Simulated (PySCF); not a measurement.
The multiplicity is imposed and other spin states were not computed.

Cartesian coordinates (Å):
```xyz
19

Ir    -0.0452    -0.0181    -0.0516
O      1.2610     1.5633    -0.3451
H      2.1330     1.5339     0.1061
H      0.9925     2.5052    -0.3942
O     -0.8189     0.6260     1.7595
H     -0.2873     0.7866     2.5676
H     -1.5340     1.2993     1.7444
O     -1.3665    -1.5948     0.1981
H     -1.2414    -2.4906    -0.1807
H     -1.7927    -1.7086     1.0758
O      1.6152    -0.9478     0.7680
H      2.1341    -1.5561     0.1976
H      1.6631    -1.2975     1.6828
O      0.7332    -0.7042    -1.8450
H      1.2775    -0.0871    -2.3815
H      0.2549    -1.2872    -2.4718
O     -1.6961     0.9488    -0.8468
H     -2.4910     0.4112    -1.0568
H     -1.6526     1.6709    -1.5086
```
Charge +3, spin multiplicity 1.

Question: What HOMO, charge on the central atom (Mulliken), LUMO, total energy and HOMO–LUMO gap does PBE-D3(BJ)/def2-TZVP // r2SCAN-D4/def2-SVP run with PySCF give?

Answer: 
```
Quantity                                      Value
-------------------------------------  ------------
HOMO                                      -19.62 eV
charge on the central atom (Mulliken)        0.85 e
LUMO                                      -16.56 eV
total energy                           -561.6006 Ha
HOMO–LUMO gap                               3.06 eV
```
